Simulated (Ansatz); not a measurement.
`BN(C)BC` + `NC(F)S` → `BNC(F)S` + `CBNC`  (ligand exchange at a B–N bond)

Program: Ansatz. Geometries: PBE0-D4/def2-TZVP. ΔE: electronic, gas phase. CCSD(T)/CBS is the MP2 limit (def2-TZVPP, def2-QZVPP) plus CCSD(T) − MP2 in def2-TZVPP, frozen cores. Functionals use def2-TZVPP. Each species was taken in one conformer, which may not be the lowest.

`BN(C)BC`:

Cartesian coordinates in Å:
```
B 1.123 1.723 -0.299
N 0.445 0.486 -0.195
C 0.852 -0.638 -1.035
B -0.638 0.335 0.730
C -1.454 -0.984 0.915
H 2.026 1.834 -1.080
H 0.782 2.633 0.393
H 0.025 -0.980 -1.662
H 1.674 -0.336 -1.683
H 1.185 -1.482 -0.427
H -0.918 1.301 1.380
H -1.500 -1.246 1.977
H -1.106 -1.854 0.357
H -2.496 -0.793 0.629
```

`NC(F)S`:

```xyz
8

N     0.911    0.499   -0.703
C     0.098   -0.358    0.059
F    -0.327   -1.418   -0.710
S    -1.375    0.509    0.704
H     0.394    1.155   -1.272
H     1.622    0.963   -0.161
H     0.673   -0.773    0.888
H    -1.996   -0.576    1.196
```

`BNC(F)S`:

Z-matrix (Å, degrees):
```
C
N 1 1.421
S 1 1.805 2 111.7
F 1 1.385 2 109.1 3 -122.5
H 1 1.092 2 110.8 3 121.9
B 2 1.392 1 129.6 3 10.9
H 2 1.010 1 111.4 3 -172.3
H 3 1.343 1 92.4 2 173.6
H 6 1.194 2 117.8 1 177.9
H 6 1.193 2 120.0 1 -2.8
```

`CBNC`:

Z-matrix (Å, degrees):
```
C
B 1 1.569
H 1 1.094 2 114.2
H 1 1.095 2 110.5 3 -121.8
H 1 1.095 2 110.5 3 121.8
N 2 1.389 1 121.9 3 0.2
H 2 1.204 1 121.2 3 -179.8
C 6 1.443 2 127.1 1 180.0
H 6 1.009 2 119.0 1 0.0
H 8 1.090 6 109.0 2 0.0
H 8 1.095 6 111.7 2 -119.4
H 8 1.095 6 111.7 2 119.5
```

Task: Is it downhill or uphill in electronic energy at CCSD(T)/CBS, and by how much? (An estimate is asked.)

Result: The calculation gave: Downhill: ΔE = -8.5 kcal/mol.

Task: What do these levels give: r2SCAN-D4, PBE0-D4, B2PLYP, PBE0, SCS-MP2/def2-TZVPP, CCSD/def2-TZVPP, CCSD(T)/def2-TZVPP, HF/def2-QZVPP, SCS-MP2/def2-QZVPP, HF/CBS(def2), MP2/CBS(def2), CCSD/CBS(def2)? (Best estimate.)

Result: The calculation gave: r2SCAN-D4 -9.1, PBE0-D4 -9.2, B2PLYP -9.2, PBE0 -9.4, SCS-MP2/def2-TZVPP -8.5, CCSD/def2-TZVPP -8.7, CCSD(T)/def2-TZVPP -8.9, HF/def2-QZVPP -7.1, SCS-MP2/def2-QZVPP -8.3, HF/CBS(def2) -7.0, MP2/CBS(def2) -8.1, CCSD/CBS(def2) -8.4 kcal/mol.

Largest T1 diagnostic among the species: 0.013.

From PBE to PBE0 (25 % exact exchange), in def2-TZVPP and without D4, ΔE moves by +0.8 kcal/mol. In def2-TZVPP, CCSD(T) changes the Hartree–Fock value by −1.7 kcal/mol (the triples alone add −0.2 kcal/mol) and MP2 by −1.3 kcal/mol.
